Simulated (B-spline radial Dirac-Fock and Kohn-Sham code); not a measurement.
Z = 81 (thallium), transition energy 33.4 keV. These are calculated numbers from an atomic code on a B-spline grid; the model is a Dirac-Hartree-Slater potential of the neutral atom with a Latter tail (no hole, which puts coefficients of high multipoles low close above an edge), finite nucleus with surface currents. The K shell is not open to conversion at this energy. Subshells that would emit electrons below 1 keV are left out.

Question: A pure transition shows α(L) = 30.6, L1/L2 = 9.46 and L1/L3 = 99.7. What is its multipolarity?
A. E2
B. E3
C. E1
D. M3
E. M1
F. E4
G. M2
H. M4

Answer: E. For comparison, α(L), L1/L2, L1/L3 are E1 1.33, 1.01, 0.789; E2 821, 0.0224, 0.0208; E3 61400, 0.0190, 0.0183; E4 1.83e+06, 0.0148, 0.0137; M2 2520, 15.5, 2.00; M3 231000, 16.0, 0.180; M4 1.10e+07, 14.2, 0.0508.
